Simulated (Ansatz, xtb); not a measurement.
C4H4F4S: which of two isomers lies lower

Structure I is `CS/C(F)=C/C(F)(F)F`, a singlet and structure II is `F[C@@H]1SC[C@H]1C(F)(F)F`, a singlet. Both are isolated molecules in the gas phase, relaxed with B3LYP-D3(BJ)/def2-SVP; the shapes shown needn't be the lowest conformers.

I (Å):

```xyz
13

C     1.0515    1.8355   -1.9714
C     0.4301    0.7865    0.5022
C    -0.1647    0.9025    1.6983
C    -0.8568   -0.1814    2.4588
F     0.3611   -0.3306   -0.2239
F    -1.0680   -1.2920    1.7426
F    -2.0538    0.2513    2.9028
F    -0.1489   -0.5351    3.5516
S     1.4282    2.0569   -0.1984
H     1.2839    0.8111   -2.2880
H     1.7056    2.5401   -2.5026
H     0.0012    2.0766   -2.1863
H    -0.1166    1.8646    2.2094
```

II (Å):

```tsv
atom	x (Å)	y (Å)	z (Å)
C	-0.0172	0.8650	-2.7647
C	-0.8709	-0.5208	-1.1296
C	-0.0692	0.7908	-1.2309
C	1.2693	0.8041	-0.5287
F	-0.3774	2.0796	-3.2673
F	1.1220	0.6619	0.7980
F	2.0563	-0.2016	-0.9579
F	1.9254	1.9518	-0.7547
S	-1.2836	-0.4680	-2.9337
H	0.9480	0.5831	-3.2135
H	-1.7441	-0.4892	-0.4650
H	-0.2497	-1.3929	-0.8848
H	-0.6518	1.6498	-0.8693
```

Quicker runs give these differences E(II) − E(I): GFN2-xTB −54.4 kJ/mol; HF/STO-3G −87.9 kJ/mol (at GFN2-xTB geometries); r2SCAN-D4/def2-SVP −29.2 kJ/mol (at GFN2-xTB geometries).

Problem. Estimate E(II) − E(I) at the level CCSD(T)/def2-SVP + ΔMP2/def2-TZVPP.

Solution. Calculated at CCSD(T)/def2-SVP + ΔMP2/def2-TZVPP: E(II) − E(I) = −39.1 kJ/mol, so structure II lies lower.

How the difference moves with the method:

```
                             level               geometry  E(II) − E(I) (kJ/mol)  departure from the last row (kJ/mol)  job, with rough time for the two
                          GFN2-xTB               GFN2-xTB                   −54.4                                 −15.3              optimisation, 0.16 s
                         HF/STO-3G               GFN2-xTB                   −87.9                                 −48.8              single point, 0.48 s
                r2SCAN-D4/def2-SVP               GFN2-xTB                   −29.2                                  +9.9               single point, 4.9 s
             B3LYP-D3(BJ)/def2-SVP  B3LYP-D3(BJ)/def2-SVP                   −25.4                                 +13.7                optimisation, 74 s
                       HF/def2-SVP  B3LYP-D3(BJ)/def2-SVP                   −30.4                                  +8.7           part of the CCSD(T) run
                      MP2/def2-SVP  B3LYP-D3(BJ)/def2-SVP                   −39.8                                  −0.7           part of the CCSD(T) run
                  CCSD(T)/def2-SVP  B3LYP-D3(BJ)/def2-SVP                   −36.6                                  +2.5                      single point
CCSD(T)/def2-SVP + ΔMP2/def2-TZVPP  B3LYP-D3(BJ)/def2-SVP                   −39.1                                                   single point, 2.4 min
```

As drawn, II has 2 C–C in place of 1 C=C. Structure I has no ring, II a 4-membered ring.

The levels shown agree on the order. The largest departure from CCSD(T)/def2-SVP + ΔMP2/def2-TZVPP is that of HF/STO-3G, 48.8 kJ/mol. A small imaginary or near-zero mode remains, so no thermal terms are given. The last row adds to CCSD(T) the change of the MP2 difference between the two basis sets, here −2.5 kJ/mol.

The correlated steps freeze 13 core orbitals. Run with Ansatz 0.2.0, xtb 6.7.1; the last row on 4 threads of Arm Neoverse V2 on a shared host.
